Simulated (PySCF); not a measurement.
HIOSn, neutral, multiplicity 1. Atoms are numbered in the order given.

```xyz
4

Sn     0.3464     1.2733     0.0000
I     -0.0441    -1.4956     0.0000
O     -1.5976     1.8190     0.0000
H     -2.2001     1.0469     0.0000
```
Charge 0, spin multiplicity 1.

Geometry: PBE-D3(BJ)/def2-SVP. The def2 effective core potentials stand for the cores of I, Sn; spin–orbit coupling is left out. One conformer was computed; it need not be the lowest.

All values below come from HF/def2-TZVPD (PySCF).

Mulliken values depend strongly on the basis, most of all with diffuse functions as here. ESP charges are fitted to the potential on shells at 1.4 to 2.0 van der Waals radii. Atomic charges (e):

```tsv
atom	Mulliken	ESP fit
Sn1	0.83	___
I2	-0.34	___
O3	-0.84	___
H4	0.35	___
```

Problem. Complete the blanks. (An estimate is asked for; the answer gives what the named calculation found.)

Solution. 
- Sn1, ESP fit: 0.53
- I2, ESP fit: -0.26
- O3, ESP fit: -0.60
- H4, ESP fit: 0.34
